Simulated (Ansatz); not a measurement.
Calculated with Ansatz (gas phase, PBE0-D4/def2-TZVP geometries, no zero-point term in ΔE). CBS: MP2 limit from def2 TZ/QZ plus the TZ coupled-cluster correction, frozen cores. This one scheme is used for every species, atoms too. DFT in def2-TZVPP. No spin–orbit coupling; open shells (•) take unrestricted orbitals. Spin–orbit coupling would lower the free atoms: a little for F, Si. Each species was taken in one conformer, which may not be the lowest.

`N[Si](N)(F)F` → 2 F• + 4 H• + 2 N• + Si•  (atomization)

`N[Si](N)(F)F`:

Cartesian coordinates in Å:
```
N -0.984 -1.064 0.100
Si -0.071 0.319 0.398
N 1.107 0.510 -0.790
F -1.137 1.492 0.537
F 0.726 0.363 1.775
H -0.550 -1.952 -0.081
H -1.926 -1.155 0.441
H 0.879 0.469 -1.769
H 1.956 1.018 -0.611
```

CCSD(T)/CBS gives +3567.1 kJ/mol.

Problem. Another level gave +3538.4 kJ/mol. Which?
A. SCS-MP2/def2-TZVPP
B. LC-ωPBE/def2-TZVPP
C. CCSD/def2-TZVPP
D. LDA (SPW92)/def2-TZVPP

Solution. B. LC-ωPBE 3538.4, SCS-MP2/def2-TZVPP 3515.5, LDA (SPW92) 4072.0, CCSD/def2-TZVPP 3387.5 kJ/mol.

Problem. What do rigid-rotor, harmonic-oscillator terms from PBE0-D4/def2-TZVP frequencies (298.15 K, 1 bar) make of the CCSD(T)/CBS value? (Estimate.)

Solution. Computed: ΔZPE = -156.1 kJ/mol, ΔH = +3446.5 kJ/mol, ΔS = 931 J/(mol·K), ΔG = +3168.9 kJ/mol. Open shells count their whole term as degenerate.

Largest T1 diagnostic among the species: 0.012.

At CCSD(T), def2-SVP lies −350.3 kJ/mol from the extrapolated value and def2-TZVPP −127.0 kJ/mol: correlation converges slowly with the basis, and small sets miss more of it in the bonded molecule than in its fragments. From BLYP to BHLYP (50 % exact exchange), in def2-TZVPP and without D4, ΔE moves by −119.1 kJ/mol: exact exchange takes away binding that semilocal exchange gives to molecules.

For atomizations the MP2-based limit and the directly extrapolated one differ by several kJ/mol either way, and by 10 to 25 for some Ge, Se and Sn compounds, so smaller differences from it don't rank the levels.
